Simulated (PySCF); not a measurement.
Compound: benzocyclobutene, C8H8.
Structure used (GFN2-xTB), in Å, numbered top down from 1:
```xyz
16
C8H8 angstrom
C      2.0503    0.3276   -0.4945
C      1.9808   -0.3629    0.7051
C      0.7621   -0.7219    1.2833
C     -0.3572   -0.3438    0.5862
C     -0.2875    0.3522   -0.6207
C      0.9056    0.7074   -1.1973
C     -1.7866    0.4053   -0.7693
C     -1.8641   -0.3701    0.5766
H      3.0215    0.5785   -0.8971
H      2.8999   -0.6311    1.2068
H      0.7272   -1.2616    2.2184
H      0.9788    1.2443   -2.1320
H     -2.2156    1.4058   -0.7454
H     -2.1806   -0.1328   -1.6301
H     -2.3052   -1.3630    0.5068
H     -2.3371    0.1752    1.3918
```

Method: B3LYP/def2-SVPD in PySCF (dipole) on a GFN2-xTB geometry, gas phase.

Masses are those of the commonest isotopes; rigid-rotor values at the optimised geometry. 

Task: What are A, B and C (cm⁻¹)?

Result: Ia = 112.04, Ib = 237.92, Ic = 343.61 u·Å²; 505379 MHz·u·Å²/I gives 4511, 2124 and 1471 MHz, that is A = 0.15046, B = 0.07085, C = 0.04906 cm⁻¹.

Task: Classify the top.

Result: An asymmetric top; Ray's κ = -0.570.

Task: What does the inertial defect say?

Result: Not planar: Δ = Ic − Ia − Ib = -6.35 u·Å². For a rigid frame Δ = −2 Σ m c², so Σ m c² = 3.18 u·Å² lies off the ab plane, practically all of it from hydrogen. The atom farthest from that plane is 0.89 Å away.

Task: Where do the levels up to J = 3 lie, in MHz?

Result: Above 0(0,0):
J = 1: 1(0,1) 3595, 1(1,1) 5981, 1(1,0) 6635
J = 2: 2(0,2) 10668, 2(1,2) 12518, 2(1,1) 14478, 2(2,1) 21638, 2(2,0) 21754
J = 3: 3(0,3) 21009, 3(1,3) 22255, 3(1,2) 26162, 3(2,2) 32422, 3(2,1) 32983, 3(3,1) 46056, 3(3,0) 46069
Those of J = 1 are B + C, A + C and A + B.

Task: Which types of transition are allowed, and where do some lines up to J = 2 fall?

Result: The dipole components are |μa| = 0.53 D, |μb| = 0.00 D, |μc| = 0.00 D; the symmetry axis of this C2v structure is a, so μb and μc vanish by symmetry and there are no b-type or c-type lines. Some lines, for components of 0.1 D or more:

```csv
type,branch,"J(Ka,Kc)",MHz,lower level (cm⁻¹)
a,Q,"1(1,0) ← 1(1,1)",653,0.200
a,Q,"2(1,1) ← 2(1,2)",1960,0.418
a,R,"1(0,1) ← 0(0,0)",3595,0.000
a,R,"2(1,2) ← 1(1,1)",6536,0.200
a,R,"2(0,2) ← 1(0,1)",7073,0.120
a,R,"2(1,1) ← 1(1,0)",7843,0.221
```

Task: Estimate the classical rotational partition function at 50 K, 100 K and 298.15 K.

Result: Point group C2v, symmetry number σ = 2; q = (√π/σ)·√((kT/h)³/(ABC)), k/h = 20836.6 MHz/K: 7940 at 50 K, 22500 at 100 K, 116000 at 298.15 K.

No GFN2-xTB frequencies stand behind this structure, so it isn't proved a minimum. Constants of a rigid frame at the computed geometry: no zero-point averaging, no centrifugal distortion.
